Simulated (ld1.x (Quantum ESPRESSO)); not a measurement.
**What the settings do to the TM potential of Ho**

Base potential:

- Element: Ho
- Generator: ld1.x (Quantum ESPRESSO) 7.5
- Type: norm-conserving Troullier–Martins (Kleinman–Bylander form)
- Functional: PBEsol
- Relativity: scalar-relativistic
- Frozen core: [Kr]
- Valence charge: 31
- Reference configuration: 4d10 4f10 5s2 5p6 5d0 6s0 6p0 (charge +3)
- Partial waves: 5s (bound): rc 1.75 bohr; 5p (bound): rc 2.05 bohr; 4d (bound): rc 0.80 bohr; 4f (bound): rc 0.60 bohr
- Local potential: all-electron potential smoothed inside 1.05 bohr (lloc = -2)
- Core correction: a·sin(br)/r model core inside 0.35 bohr

Cutoffs, loose and tight: the cutoffs (Ry, on a coarse ladder) from which the occupation-weighted sum of valence levels, in a spherical-Bessel basis at the reference potential, stays within 10 and 1 mRy of its value at 400 Ry. They do not see the model core or the augmentation charge, which bear on the density cutoff. Test errors are all-electron minus pseudo excitation energies from the reference, over the configurations 4d10 4f11 5s2 5p6 5d0 6s2 6p0; 4d10 4f11 5s2 5p6 5d0 6s1 6p0; 4d10 4f11 5s2 5p6 5d0 6s0 6p0; 4d10 4f11 5s2 5p6 5d0 6s0 6p2; 4d10 4f9 5s2 5p6 5d0 6s0 6p0; 4d10 4f11 5s2 5p6 5d0 6s1.5 6p0; 4d10 4f11 5s2 5p6 5d0 6s0 6p1. A dash means not determined; rows that change the core or the reference have their own tests. The largest error is taken over the tests solved by every variant that gives reliable tests at all: 4d10 4f11 5s2 5p6 5d0 6s0 6p0; 4d10 4f11 5s2 5p6 5d0 6s0 6p1; 4d10 4f11 5s2 5p6 5d0 6s0 6p2; 4d10 4f9 5s2 5p6 5d0 6s0 6p0.

A true bound ghost makes a file unfit for plane-wave use even where its test errors are small: the radial tests pick states by their node count and pass the ghost by. Where a test does run into it, the solver fails or the error is huge.

Cutoffs are not given where the Bessel-basis levels miss the radial ones by over 6 mRy, ghosts where they miss by over 20 mRy; a channel whose overlap is not positive is not tested.

| change | outcome | bound ghosts | largest test error (meV) |
| --- | --- | --- | --- |
| base | generated | s | +390 |
| all radii but the core radius scaled by about 0.75 (s 1.32, p 1.54, d 0.60, f 0.46 bohr); local potential all-electron potential smoothed inside 0.78 bohr (lloc = -2) | generated | s, p | 7 of 7 tests not solved or not reliable |
| all radii but the core radius scaled by about 1.08 (s 1.90, p 2.22, d 0.86, f 0.66 bohr); local potential all-electron potential smoothed inside 1.14 bohr (lloc = -2) | generated | s | +316 |
| all radii but the core radius scaled by about 1.17 (s 2.04, p 2.40, d 0.94, f 0.70 bohr); local potential all-electron potential smoothed inside 1.22 bohr (lloc = -2) | generated | not determined | +298 |
| all radii but the core radius scaled by about 1.26 (s 2.20, p 2.58, d 1.00, f 0.76 bohr); local potential all-electron potential smoothed inside 1.32 bohr (lloc = -2) | generated | not determined | +275 |
| all radii but the core radius scaled by about 1.40 (s 2.44, p 2.86, d 1.12, f 0.84 bohr); local potential all-electron potential smoothed inside 1.46 bohr (lloc = -2) | generated | none | +224 |

(1) What comes out with this change to the base: all radii but the core radius scaled by about 0.90 (s 1.56, p 1.84, d 0.72, f 0.54 bohr); local potential all-electron potential smoothed inside 0.94 bohr (lloc = -2)?

Results:

(1) outcome: generated; bound ghosts: s; largest test error (meV): -138.

Reading the sweep of the scale of all radii but the core radius (base = 1) (base included, trends over the rows without a ghost): Bound ghosts are found at 0.75, 0.9, 1, 1.08.
